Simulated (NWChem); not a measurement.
Species: C₄H₄F₂; SMILES FC1=C[C@@H](F)C1

```xyz
10

F      0.0378    -2.2430    -0.2298
C      0.0615    -0.9458    -0.0298
C      1.0474    -0.0635     0.1638
C      0.0366     1.0213     0.4278
F      0.0685     2.0921    -0.4242
C     -1.0910    -0.0069     0.1226
H      2.1357    -0.1006     0.1895
H      0.0199     1.4110     1.4602
H     -1.6331     0.2361    -0.8037
H     -1.8068    -0.2188     0.9332
```
Atoms are numbered in this order, from 1.

Computed with NWChem. Pople sets run with spherical d functions. All runs use the structure optimised with PBE0/def2-SVP. Vertical excitations in the gas phase; the lowest state need not have the same character in each row.

For level B3LYP/6-31+G*, full TDDFT:

| Quantity | Result |
|---|---|
| lowest excitation, singlet (eV) | 6.80 |
| lowest state with f > 0.02, singlet (eV) | 6.99 |
| orbital gap (eV) | 7.23 |

Q: How do the values read with level PBE/6-31+G*, full TDDFT instead?

A: 
| Item | Result |
|---|---|
| lowest excitation, singlet (eV) | 6.43 |
| lowest state with f > 0.02, singlet (eV) | 6.66 |
| orbital gap (eV) | 5.50 |
